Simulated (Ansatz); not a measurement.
Start from `[CH3][GeH]([Cl])[SeH]` and change one element to get `[CH3][GeH]([OH])[Cl]`.

Ansatz, PBE0-D4/def2-TZVP geometries, multiplicity 1. Each molecule was computed in one conformer, which needn't be the lowest.

Scalar relativity is left out up to krypton.

| property | `[CH3][GeH]([Cl])[SeH]` |
| --- | --- |
| HOMO energy (PBE0/def2-TZVPP) / eV | -7.23 |
| LUMO energy (PBE/def2-TZVPP) / eV | -1.46 |
| HOMO–LUMO gap (PBE/def2-TZVPP) / eV | 4.61 |
| size of the dipole moment (PBE/def2-TZVPP) / D | 2.30 |
| HOMO energy (B3LYP/def2-TZVPP) / eV | -6.98 |
| size of the dipole moment (B3LYP/def2-TZVPP) / D | 2.35 |

Problem. Give the same properties after the change, and the shifts. (Best estimate.)

Solution. Ansatz gave: 
```
                                        property  `[CH3][GeH]([OH])[Cl]`  shift
              HOMO energy (PBE0/def2-TZVPP) / eV                   -8.52  -1.29
               LUMO energy (PBE/def2-TZVPP) / eV                   -0.60   0.86
             HOMO–LUMO gap (PBE/def2-TZVPP) / eV                    6.48   1.87
  size of the dipole moment (PBE/def2-TZVPP) / D                    2.24  -0.06
             HOMO energy (B3LYP/def2-TZVPP) / eV                   -8.28  -1.30
size of the dipole moment (B3LYP/def2-TZVPP) / D                    2.29  -0.06
```

With PBE0 the HOMO falls by 1.29 eV and the LUMO rises by 0.95 eV, so the gap widens by about 2.24 eV. PBE moves the HOMO by -1.01 eV and ωB97M-V by -1.38 eV. Dipoles are sizes alone; their direction can turn.

B3LYP here is the variant with VWN-RPA as its local correlation; programs differ in this.

Spin–orbit coupling is left out; it splits and shifts lone-pair levels of the heavy atoms by tenths of an eV.
